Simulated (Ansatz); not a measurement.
Start from `[Cl][Sc]([Cl])[Cl]` and change one element to get `[Cl][Y]([Cl])[Cl]`.

Ansatz, PBE0-D4/def2-TZVP geometries, multiplicity 1. 

Elements past krypton have def2 core potentials. Scalar relativity is left out up to krypton.

```json
{"property": "HOMO energy (PBE/def2-TZVPP) / eV", "`[Cl][Sc]([Cl])[Cl]`": "-7.89"}
{"property": "HOMO–LUMO gap (ωB97M-V/def2-TZVPP) / eV", "`[Cl][Sc]([Cl])[Cl]`": "10.04"}
{"property": "LUMO energy (B3LYP/def2-TZVPP) / eV", "`[Cl][Sc]([Cl])[Cl]`": "-3.61"}
{"property": "HOMO energy (PBE0/def2-TZVPP) / eV", "`[Cl][Sc]([Cl])[Cl]`": "-9.26"}
{"property": "HOMO–LUMO gap (B3LYP/def2-TZVPP) / eV", "`[Cl][Sc]([Cl])[Cl]`": "5.37"}
{"property": "LUMO energy (PBE/def2-TZVPP) / eV", "`[Cl][Sc]([Cl])[Cl]`": "-4.17"}
```

**Question.** What does the change do to each property? (Estimate.)

**Answer.** Ansatz gave: 
| property | `[Cl][Y]([Cl])[Cl]` | shift |
| --- | --- | --- |
| HOMO energy (PBE/def2-TZVPP) / eV | -7.74 | 0.15 |
| HOMO–LUMO gap (ωB97M-V/def2-TZVPP) / eV | 10.00 | -0.04 |
| LUMO energy (B3LYP/def2-TZVPP) / eV | -3.21 | 0.40 |
| HOMO energy (PBE0/def2-TZVPP) / eV | -9.12 | 0.14 |
| HOMO–LUMO gap (B3LYP/def2-TZVPP) / eV | 5.62 | 0.25 |
| LUMO energy (PBE/def2-TZVPP) / eV | -3.64 | 0.53 |

With PBE0 the HOMO rises by 0.14 eV and the LUMO rises by 0.37 eV, so the gap widens by about 0.23 eV. PBE moves the HOMO by 0.15 eV and ωB97M-V by 0.11 eV.

B3LYP here is the variant with VWN-RPA as its local correlation; programs differ in this.
